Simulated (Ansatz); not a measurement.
1-chlorocyclobutene (C4H5Cl), SMILES C1(Cl)CCC=1.

The structure is a stationary point at PBE-D3(BJ)/def2-SVP.

Two levels are set side by side: PBE/def2-SVPD (Ansatz, a quantum-chemistry and plane-wave program) and PBE0/def2-SVPD (Ansatz). Energy differences of separate SCF runs at the same geometry; the states with an electron removed or added have multiplicity 2 and 2. Differences are taken from unrounded values.

```json
[
 {"quantity": "vertical ionisation energy (eV)", "PBE0": "9.17"},
 {"quantity": "vertical singlet–triplet gap (eV)", "PBE0": "3.90"}
]
```

Question: What does PBE give, and how far is it from PBE0? (Estimate from the structure and the level; the computed values follow.)

Answer: 
```json
[
 {"quantity": "vertical ionisation energy (eV)", "PBE": "9.04", "PBE minus PBE0": "-0.12"},
 {"quantity": "vertical singlet–triplet gap (eV)", "PBE": "4.02", "PBE minus PBE0": "0.12"}
]
```
